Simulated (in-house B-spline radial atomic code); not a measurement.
## Excitations of As³¹⁺ by several methods

Full response, energies in eV; labels give the largest channel, * marks a mixed state, a dash one above the method's threshold, and an imaginary frequency an unstable closed-shell reference. Computed with an all-electron radial atomic-structure program (B-spline basis): linear response of the closed shell 1s2 with each method's own kernel (bare exchange for TDHF, static screening on G0W0 levels for BSE, the adiabatic kernel for functionals); non-relativistic, point nucleus, no spin-orbit coupling, no double excitations, S, P, D and F terms only.

Without relativity these are model numbers for so heavy an element.

```tsv
method	1s → 2s 3S	1s → 2p 3P	1s → 2s 1S	α (bohr³)
TDHF	10722.69	10756.11	10761.05	7.93e-06
PBE	10647.58	10687.95	10684.77	7.977e-06
PBEsol	10640.31	10681.14	10677.40	7.987e-06
BHandHLYP	?	?	?	?
BSE on G0W0@HF	?	?	?	?
B3LYP (VWN-RPA)	10587.70	10651.63	10673.60	7.967e-06
```

Task: What does BSE on G0W0@HF give?

Result: 1s → 2s 3S: 10722.54; 1s → 2p 3P: 10755.69; 1s → 2s 1S: 10760.87; α: 7.929e-06 (eV, bohr³).

Task: What does BHandHLYP give?

Result: 1s → 2s 3S: 10592.85; 1s → 2p 3P: 10660.58; 1s → 2s 1S: 10690.77; α: 7.952e-06 (eV, bohr³).
